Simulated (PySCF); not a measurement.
C7H9NS.
Atom-mapped SMILES: `[SH:1][C:2]1([n:3]2[cH:4][cH:5][cH:6][cH:7]2)[CH2:8][CH2:9]1` (hydrogens: H10 on S1; H11 on C4; H12 on C5; H13 on C6; H14 on C7; H15, H16 on C8; H17, H18 on C9)

Geometry (GFN2-xTB, Å), atoms numbered from 1 in this order:
```
atom  x, y, z in Å
S1    -1.6422    1.8683    0.6995
C2    -1.0393    0.2314    0.1550
N3     0.3644    0.1289    0.0974
C4     1.1832   -0.2242    1.1310
C5     2.4747   -0.1741    0.6946
C6     2.4446    0.2354   -0.6562
C7     1.1354    0.4206   -0.9921
C8    -1.8518   -0.9456    0.6002
C9    -1.8759   -0.5195   -0.8382
H10   -1.1397    2.5395   -0.3361
H11    0.7754   -0.4778    2.0895
H12    3.3486   -0.4053    1.2706
H13    3.2905    0.3751   -1.2999
H14    0.6872    0.7283   -1.9170
H15   -2.7234   -0.7550    1.2072
H16   -1.3177   -1.8473    0.8601
H17   -1.3574   -1.1322   -1.5609
H18   -2.7656   -0.0402   -1.2163
```

Computed at PBE0/pcSseg-1 (PySCF, non-relativistic), with Q(33S) = −0.0678 b, Q(14N) = 0.02044 b: S1, 33S (I = 3/2): χzz = 47.07 MHz, η = 0.630; N3, 14N (I = 1): χzz = -3.256 MHz, η = 0.293.

Task: Find the zero-field quadrupole resonance frequencies of 33S at S1.

Result: From ν = (|χ|/2)√(1 + η²/3): ν = 25.04 MHz (thiol sulfur).

Task: Where would the pure quadrupole (NQR) lines of 14N at N3 fall for the rigid, isolated species?

Result: From ν± = (3/4)|χ|(1 ± η/3) and ν0 = |χ|η/2: ν+ 2.680 MHz, ν− 2.203 MHz, ν0 0.477 MHz (pyrrole-type nitrogen).

In a crystal, neighbours and librations shift these lines. GFN2-xTB bond lengths can be off by several hundredths of an ångström, more for odd bonds, and the gradients follow them. With so small a basis the couplings can be 20 % off.

These values come from a run that also computed NMR shieldings. The run took 39 s on Arm Neoverse V1, one thread, shared host with 32 logical CPUs at a one-minute load of 18, and the process peaked at 0.92 GiB of memory.

One conformer stands for the species.
